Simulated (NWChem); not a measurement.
Species: SiH$_{2}$ClF; SMILES F[SiH2]Cl

```xyz
5

Si    -0.5024     0.5632     0.0000
F      0.7383     1.5825     0.0000
Cl     0.2116    -1.3703     0.0000
H     -1.2881     0.7631    -1.2351
H     -1.2881     0.7631     1.2351
```
Atoms are numbered in this order, from 1.

All runs: NWChem. Pople sets run with spherical d functions. Geometry: optimised at B3LYP/6-31G* (spherical d). GIAO values for the isolated, static molecule; σ is the absolute isotropic shielding, δ = σ(reference) − σ with the isolated reference molecule computed at the same levels (19F: trichlorofluoromethane, 1H: tetramethylsilane, 29Si: tetramethylsilane).

| level | δ Si1 (ppm) | δ F2 (ppm) | σ Cl3 (ppm) | δ H4 (ppm) |
|---|---|---|---|---|
| KT2/pcSseg-1 | 3.2 | -204.4 | 871.4 | 5.75 |
| B3LYP/6-311G** | -1.7 | -189.2 | 871.6 | 5.68 |
| B3LYP/IGLO-III | -15.6 | -180.0 | 864.0 | 5.80 |
| BHandHLYP/pcSseg-1 | … | … | … | … |

Task: What belongs in the gaps?

Result: 
- BHandHLYP/pcSseg-1, δ Si1 (ppm): -7.6
- BHandHLYP/pcSseg-1, δ F2 (ppm): -163.9
- BHandHLYP/pcSseg-1, σ Cl3 (ppm): 909.5
- BHandHLYP/pcSseg-1, δ H4 (ppm): 5.25
